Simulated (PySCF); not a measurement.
Rows and methods have been separated. Pair them.

Compound: C₂H₂B₂Cl₂F₂.
SMILES: `C=C(B(F)F)B(Cl)Cl`

The closed-shell ground state was solved 3 times with PySCF (density fitting, gas phase), always with PBE0, in these basis sets: IGLO-III, STO-3G and pcSseg-0. Isolated species at its PBE0-D3(BJ)/def2-SVP geometry, gas phase.

```
row  total energy (Eh)  HOMO (eV)  LUMO (eV)  dipole (D)
  P         -1246.9102      -8.91      -2.63        2.00
  Q         -1244.9814      -9.26      -2.83        2.58
  R         -1232.3561      -6.62      -0.10        2.40
```

Question: Which basis belongs to which row?

Answer: P = IGLO-III, Q = pcSseg-0, R = STO-3G. From the lowest total energy up: IGLO-III (318 functions) 0 eV; pcSseg-0 (84 functions) +52.48 eV; STO-3G (50 functions) +396.04 eV.

Shape of the structure used: `[CH2:1]=[C:2]([B:3]([F:4])[F:5])[B:6]([Cl:7])[Cl:8]`: C1–C2–B3–F4 -8°, C1–C2–B6–Cl7 -18°.
